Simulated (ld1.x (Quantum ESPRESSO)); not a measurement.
## PBE RRKJ dataset for Si (Z = 14), non-relativistic all-electron reference.

Input for ld1.x (Quantum ESPRESSO) 7.5:

```
&input
   title='Si', zed=14., rel=0, dft='PBE', iswitch=3,
   config='[Ne] 3s2 3p0',
   nld=2, rlderiv=1.65, eminld=-4.0, emaxld=5.0, deld=0.02
 /
 &inputp
   pseudotype=2, tm=.false., rho0=0.001, lloc=0,
   nlcc=.true., new_core_ps=.true., rcore=0.95,
   file_pseudopw='Si.UPF', file_wfcaegen='ae.wfc', file_wfcncgen='nc.wfc', file_beta='beta', file_chi='chi'
 /
2
3P  2  1   0.00   0.00  1.50  1.50  0.0
3S  1  0   2.00   0.00  1.20  1.20  0.0
 &test
   configts(1)='3s2 3p0'
 /
```

Command:

```bash
ld1.x < Si.in > Si.out
```

Output (shortened: banner, matrices, multipoles, cross overlaps and the repeated all-electron block are left out):

```
Program LD1 v.7.5
     --------------------------- All-electron run ----------------------------

     Si

     atomic number is 14.00
     dft =PBE   lsd =0 sic =0 latt =0  beta=0.20 tr2=1.0E-14
     Exchange-correlation= PBE
                           (   1   4   3   4   0   0   0)
     mesh =1141 r(mesh) = 100.57892 a.u. xmin = -7.00 dx = 0.01250
     1 Ry =  13.60569312 eV

     n l     nl                  e(Ry)          e(Ha)          e(eV)
     1 0     1S 1( 2.00)      -132.5250       -66.2625     -1803.0948
     2 0     2S 1( 2.00)       -11.7704        -5.8852      -160.1441
     2 1     2P 1( 6.00)        -8.5950        -4.2975      -116.9404
     3 0     3S 1( 2.00)        -2.0930        -1.0465       -28.4772
     3 1     3P 1( 0.00)        -1.5079        -0.7539       -20.5157

     final scf error:  8.3E-15 reached in  20 iterations

     Etot =    -576.660891 Ry,    -288.330446 Ha,   -7845.871122 eV

     Ekin =     575.876973 Ry,     287.938486 Ha,    7835.205369 eV
     Encl =   -1356.346046 Ry,    -678.173023 Ha,  -18454.028064 eV
     Eh   =     243.981310 Ry,     121.990655 Ha,    3319.534834 eV
     Exc  =     -40.173129 Ry,     -20.086564 Ha,    -546.583262 eV

     normalization and overlap integrals

     s(1S/1S) =  1.000000  <r> =   0.1116  <r2> =    0.0168  r(max) =   0.0732
     s(2S/2S) =  1.000000  <r> =   0.5691  <r2> =    0.3869  r(max) =   0.4543
     s(2P/2P) =  1.000000  <r> =   0.5367  <r2> =    0.3631  r(max) =   0.3861
     s(3S/3S) =  1.000000  <r> =   1.9556  <r2> =    4.3815  r(max) =   1.7091
     s(3P/3P) =  1.000000  <r> =   2.2343  <r2> =    5.7818  r(max) =   1.9126

     ------------------------ End of All-electron run ------------------------

     --------------------- Generating NC pseudopotential ---------------------

      Generating local pot.: lloc=0, matching radius rcloc =   1.2000

      Computing core charge for nlcc:

       r > 0.96 : true rho core
      Core charge pseudized with two Bessel functions
      Integrated core pseudo-charge :   5.78

      Wfc   3P  rcut= 1.508  Estimated cut-off energy=       74.81 Ry
      This function has    0 nodes for 0 < r <    1.508

     ------------------- End of pseudopotential generation -------------------

     Computing logarithmic derivative in   1.65651
     Computing logarithmic derivative in   1.65651
     Computing the partial wave expansion
       no projector for channel:   0
     R is outside the sphere for l=    1 j= 0.00

     ---------------------- Testing the pseudopotential ----------------------

     Si

     atomic number is 14.00   valence charge is  4.00
     dft =PBE   lsd =0 sic =0 latt =0  beta=0.20 tr2=1.0E-14
     mesh =1141 r(mesh) = 100.57892 xmin = -7.00 dx = 0.01250

     n l     nl             e AE (Ry)        e PS (Ry)    De AE-PS (Ry)
     1 0     3S   1( 2.00)       -2.09304       -2.09304       -0.00000
     2 1     3P   1( 0.00)       -1.50788       -1.50788       -0.00000

     eps = 1.0E-15  iter =  9

     Etot =    -576.660891 Ry,    -288.330446 Ha,   -7845.871122 eV
     Etotps =   -17.539579 Ry,      -8.769790 Ha,    -238.638131 eV

     Ekin =       1.497756 Ry,       0.748878 Ha,      20.378014 eV
     Encl =      -7.843718 Ry,      -3.921859 Ha,    -106.719215 eV
     Ehrt =       1.835835 Ry,       0.917917 Ha,      24.977803 eV
     Ecxc =     -13.029453 Ry,      -6.514726 Ha,    -177.274733 eV
     (Ecc =     -11.733049 Ry,      -5.866524 Ha,    -159.636263 eV)

     ---------------------- End of pseudopotential test ----------------------
```

Generation and configuration tests took about 0.96 s on one core of a shared server CPU.

Transferability test of the new file with ld1.x, input:

```
&input
   title='Si', zed=14., rel=0, dft='PBE', iswitch=2,
   config='[Ne] 3s2 3p0'
 /
 &test
   file_pseudo='Si.UPF', nconf=8,
   configts(1)='3s2 3p0',
   configts(2)='3s2 3p2',
   configts(3)='3s2 3p1',
   configts(4)='3s1 3p0',
   configts(5)='3s2 3p1.5',
   configts(6)='3s1 3p3',
   configts(7)='3s0 3p4',
   configts(8)='3s2 3p2.3'
 /
```

```bash
ld1.x < Si.test.in > Si.test.out
```

Pseudopotential blocks of its output, shortened (energy terms left out):

```
     ---------------------- Testing the pseudopotential ----------------------

     n l     nl             e AE (Ry)        e PS (Ry)    De AE-PS (Ry)
     1 0     3S   1( 2.00)       -2.09304       -2.09304       -0.00000
     2 1     3P   1( 0.00)       -1.50788       -1.50788        0.00000

     eps = 3.3E-15  iter = 10

     Etot =    -576.660892 Ry,    -288.330446 Ha,   -7845.871128 eV
     Etotps =   -17.539579 Ry,      -8.769790 Ha,    -238.638133 eV

     ---------------------- End of pseudopotential test ----------------------

          ---------------------- Testing the pseudopotential ----------------------

     n l     nl             e AE (Ry)        e PS (Ry)    De AE-PS (Ry)
     1 0     3S   1( 2.00)       -0.79146       -0.79363        0.00217
     2 1     3P   1( 2.00)       -0.30064       -0.30196        0.00132

     eps = 3.9E-15  iter = 14

     Etot =    -578.406931 Ry,    -289.203465 Ha,   -7869.627198 eV
     Etotps =   -19.288106 Ry,      -9.644053 Ha,    -262.428048 eV
     dEtot_ae =      -1.746039 Ry
     dEtot_ps =      -1.748526 Ry,   Delta E=       0.002488 Ry

     ---------------------- End of pseudopotential test ----------------------

          ---------------------- Testing the pseudopotential ----------------------

     n l     nl             e AE (Ry)        e PS (Ry)    De AE-PS (Ry)
     1 0     3S   1( 2.00)       -1.39536       -1.39735        0.00199
     2 1     3P   1( 1.00)       -0.85753       -0.85908        0.00155

     eps = 9.8E-16  iter = 16

     Etot =    -577.837248 Ry,    -288.918624 Ha,   -7861.876270 eV
     Etotps =   -18.716854 Ry,      -9.358427 Ha,    -254.655774 eV
     dEtot_ae =      -1.176356 Ry
     dEtot_ps =      -1.177275 Ry,   Delta E=       0.000919 Ry

     ---------------------- End of pseudopotential test ----------------------

          ---------------------- Testing the pseudopotential ----------------------

     n l     nl             e AE (Ry)        e PS (Ry)    De AE-PS (Ry)
     1 0     3S   1( 1.00)       -2.89618       -2.89532       -0.00085
     2 1     3P   1( 0.00)       -2.26275       -2.26083       -0.00193

     eps = 1.4E-15  iter =  7

     Etot =    -574.169162 Ry,    -287.084581 Ha,   -7811.969424 eV
     Etotps =   -15.048675 Ry,      -7.524338 Ha,    -204.747659 eV
     dEtot_ae =       2.491729 Ry
     dEtot_ps =       2.490904 Ry,   Delta E=       0.000825 Ry

     ---------------------- End of pseudopotential test ----------------------

          ---------------------- Testing the pseudopotential ----------------------

     n l     nl             e AE (Ry)        e PS (Ry)    De AE-PS (Ry)
     1 0     3S   1( 2.00)       -1.07906       -1.08136        0.00230
     2 1     3P   1( 1.50)       -0.56500       -0.56664        0.00164

     eps = 1.7E-15  iter = 12

     Etot =    -578.191828 Ry,    -289.095914 Ha,   -7866.700578 eV
     Etotps =   -19.072249 Ry,      -9.536125 Ha,    -259.491172 eV
     dEtot_ae =      -1.530936 Ry
     dEtot_ps =      -1.532670 Ry,   Delta E=       0.001734 Ry

     ---------------------- End of pseudopotential test ----------------------

          ---------------------- Testing the pseudopotential ----------------------

     n l     nl             e AE (Ry)        e PS (Ry)    De AE-PS (Ry)
     1 0     3S   1( 1.00)       -0.84581       -0.84805        0.00224
     2 1     3P   1( 3.00)       -0.34342       -0.34449        0.00107

     eps = 4.2E-15  iter = 11

     Etot =    -577.910164 Ry,    -288.955082 Ha,   -7862.868349 eV
     Etotps =   -18.790348 Ry,      -9.395174 Ha,    -255.655714 eV
     dEtot_ae =      -1.249273 Ry
     dEtot_ps =      -1.250769 Ry,   Delta E=       0.001496 Ry

     ---------------------- End of pseudopotential test ----------------------

          ---------------------- Testing the pseudopotential ----------------------

     n l     nl             e AE (Ry)        e PS (Ry)    De AE-PS (Ry)
     1 0     3S   1( 0.00)       -0.89442       -0.89704        0.00263
     2 1     3P   1( 4.00)       -0.38203       -0.38294        0.00091

     eps = 1.9E-15  iter = 13

     Etot =    -577.402666 Ry,    -288.701333 Ha,   -7855.963479 eV
     Etotps =   -18.281430 Ry,      -9.140715 Ha,    -248.731526 eV
     dEtot_ae =      -0.741774 Ry
     dEtot_ps =      -0.741851 Ry,   Delta E=       0.000077 Ry

     ---------------------- End of pseudopotential test ----------------------

          ---------------------- Testing the pseudopotential ----------------------

     n l     nl             e AE (Ry)        e PS (Ry)    De AE-PS (Ry)
     1 0     3S   1( 2.00)       -0.63640       -0.63831        0.00190
     2 1     3P   1( 2.30)       -0.15878       -0.15976        0.00098

     eps = 6.6E-16  iter = 16

     Etot =    -578.475486 Ry,    -289.237743 Ha,   -7870.559947 eV
     Etotps =   -19.357007 Ry,      -9.678504 Ha,    -263.365502 eV
     dEtot_ae =      -1.814595 Ry
     dEtot_ps =      -1.817428 Ry,   Delta E=       0.002833 Ry

     ---------------------- End of pseudopotential test ----------------------
```
